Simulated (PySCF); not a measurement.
SMILES [SiH2](C[Si](C)(C)C)N (C4H15NSi2) at its GFN2-xTB optimised geometry (Å):

```
22

C      1.6029    -0.6758     0.0000
Si    -0.3073    -0.6758     0.0000
C     -0.9171     1.1318     0.0000
C     -0.9083    -1.5392     1.5948
C     -1.0051    -1.5941    -1.5206
Si    -0.3204    -1.1108    -3.2235
N      1.2092    -1.8931    -3.3661
H      2.0007    -1.6841    -0.0678
H      1.9960    -0.2343     0.9110
H      1.9961    -0.1032    -0.8346
H     -2.0007     1.1812     0.0451
H     -0.5293     1.6841     0.8508
H     -0.6042     1.6516    -0.8999
H     -0.5381    -2.5581     1.6567
H     -0.5696    -1.0142     2.4828
H     -1.9923    -1.5834     1.6352
H     -2.0838    -1.4433    -1.5396
H     -0.8566    -2.6654    -1.3895
H     -1.1218    -1.6628    -4.3214
H     -0.2943     0.3584    -3.3552
H      1.7299    -1.7800    -4.2204
H      1.8365    -1.8680    -2.5789
```

Level of theory: PBE0/def2-SVP (PySCF).

Map of the deformation density (molecule minus spherical neutral atoms) (e/bohr³) on the plane z = 0.8 Å:

```
|11111111111111111111111111111|
|11111111111111111111111111111|
|11111111111111111111111111111|
|11111111111111111111111111111|
|11111111111111111111111111111|
|11111111111111111111111111111|
|11111111111111111111111111111|
|11111111111110111111111111111|
|11111111111232111111111111111|
|11111111111494111111111111111|
|11111111111364111111111111111|
|11111111110122101111111111111|
|11111111100011000111111111111|
|11111111100111000011111111111|
|11111111100110000113421111111|
|11111111000110001126941111111|
|11111111001221001114531111111|
|11111111112453101101211111111|
|11111111112454100000111111111|
|11111111111232100000111111111|
|11111111100111100011111111111|
|11111111100011001111111111111|
|11111111100011111111111111111|
|11111111111111111111111111111|
|11111111111111111111111111111|
|11111111111111111111111111111|
|11111111111111111111111111111|
|11111111111111111111111111111|
|11111111111111111111111111111|
```
Scale: ten equal steps from -0.016 (start of '0') to 0.092 (end of '9'), in the order '0123456789'; x runs from -4.50 to 4.50, y from -4.50 (bottom) to 4.50 (top).
